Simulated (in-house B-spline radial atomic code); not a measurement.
**Functionals against NIST's ionisation energies along a row: Sc³⁺ to Zn³⁺**

Ionisation energies as differences of self-consistent total energies from a B-spline radial code for spherical atoms: all electrons, radial basis limit, scalar-relativistic (one-electron X2C), spin-polarised at highest spin, spherical densities; exact exchange is averaged over the determinants of each configuration. No spin-orbit coupling, Breit or QED terms. NIST's values run from ground level to ground level, so in open shells the differences also hold multiplet and fine-structure energies that spherical high-spin averages miss. Columns give computed minus NIST, in eV; a star marks a semi-empirical value. Species are left out where the tabulated value is theory, is uncertain by more than 0.12 eV, or (13 ions, such as In⁴⁺, Te⁴⁺ and Bi⁴⁺) lies off its series for all methods alike, which flatters the means a little.

```tsv
species	shell	NIST (eV)	LDA VWN5	SCAN	r2SCAN	PBE0	B3LYP	TPSSh
Sc³⁺	3p	73.49	+0.09	+0.68	+0.64	+0.10	+0.11	+0.24
Ti³⁺	3d	43.27	+0.54	-0.38	-0.32	+0.23	+0.39	+0.05
V³⁺	3d	46.71 ± 0.005	+0.16	-0.40	-0.33	-0.16	-0.03	-0.28
Cr³⁺	3d	49.16 ± 0.05*	+0.62	+0.37	+0.43	+0.30	+0.40	+0.23
Fe³⁺	3d	54.91 ± 0.04	+0.35	+0.62	+0.66	+0.08	+0.10	+0.05
Co³⁺	3d	51.27 ± 0.1*	+1.19	-0.58	-0.51	+0.38	+0.75	+0.29
Cu³⁺	3d	57.38 ± 0.05*	+1.04	+0.22	+0.29	+0.23	+0.50	+0.27
Zn³⁺	3d	59.57 ± 0.02	+1.65	+1.21	+1.26	+0.87	+1.13	+0.94
```

Q: How do the methods rank, and which species is hardest?

A: Mean absolute (signed) differences: TPSSh 0.29 (+0.22) eV; PBE0 0.29 (+0.25) eV; B3LYP 0.43 (+0.42) eV; r2SCAN 0.55 (+0.27) eV; SCAN 0.56 (+0.22) eV; LDA VWN5 0.70 (+0.70) eV. For Zn³⁺, which loses a 3d electron, the nearest method is off by +0.87 eV, the largest such miss. The first two are tied within the accuracy of the references.
